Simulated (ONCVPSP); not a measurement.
lithium (Li): variants of one ONCV potential

Base potential:

* Element: lithium (Li)
* Generator: ONCVPSP 4.0.1
* Type: optimised norm-conserving Vanderbilt (ONCV)
* Functional: PBE
* Relativity: scalar-relativistic
* Frozen core: [He]
* Valence charge: 1
* Reference configuration: 2s1
* Partial waves: 2s: rc 2.75 bohr, ncon 4, nbas 8, qcut 2.9 1/bohr, 2 projectors, debl 0.7 Ha; p scattering state at 0.31 Ha: rc 2.30 bohr, ncon 4, nbas 7, qcut 3.1 1/bohr, local; d scattering state at 0.25 Ha: rc 2.75 bohr, ncon 4, nbas 8, qcut 2.9 1/bohr, 1 projector
* Local potential: the p channel
* Core correction: polynomial model core, fcfact 0.7

Cutoffs, loose and tight: the cutoffs (Ha) at which the residual kinetic energy of the hardest occupied pseudo-wave falls to 1 and 0.1 mHa per electron. They do not see the model core or the augmentation charge, which bear on the density cutoff. Test errors are all-electron minus pseudo excitation energies from the reference, over the configurations 2s0.5; 2s0 2p1. A dash means not determined; rows that change the core or the reference have their own tests.

For the base: The cutoffs count occupied waves only; projector 1 of the p channel, the hardest unoccupied one, needs 5 Ha at the loose tolerance.

| change | outcome | cutoff, loose | cutoff, tight | bound ghosts | GHOST(+) flags above zero | largest test error (meV) |
| --- | --- | --- | --- | --- | --- | --- |
| base | generated | 2.1 Ha | 3.3 Ha | none | none | -10.0 |
| core correction polynomial model core, fcfact 0.18 | generated | 2.1 Ha | 3.3 Ha | none | none | -8.1 |
| core correction polynomial model core, fcfact 0.24 | generated | 2.1 Ha | 3.3 Ha | none | none | -8.9 |
| core correction polynomial model core, fcfact 0.4 | generated | 2.1 Ha | 3.3 Ha | none | none | -9.7 |
| core correction polynomial model core, fcfact 0.52 | generated | 2.1 Ha | 3.3 Ha | none | none | -9.9 |
| core correction polynomial model core, fcfact 0.72 | generated | 2.1 Ha | 3.3 Ha | none | none | -10.0 |
| core correction polynomial model core, fcfact 0.84 | generated | 2.1 Ha | 3.3 Ha | none | none | -10 |
| core correction polynomial model core, fcfact 0.98 | generated | 2.1 Ha | 3.3 Ha | none | none | -10 |
| core correction polynomial model core, fcfact 1.06 | generated | 2.1 Ha | 3.3 Ha | none | none | -10 |
| core correction polynomial model core, fcfact 1.24 | generated | 2.1 Ha | 3.3 Ha | none | none | -10 |

Reading the sweep of the fcfact (base included, trends over the rows without a ghost): The loose cutoff stays near 2.1 Ha. The median size of the test errors (rows with all tests solved) stays near 5.3 meV.
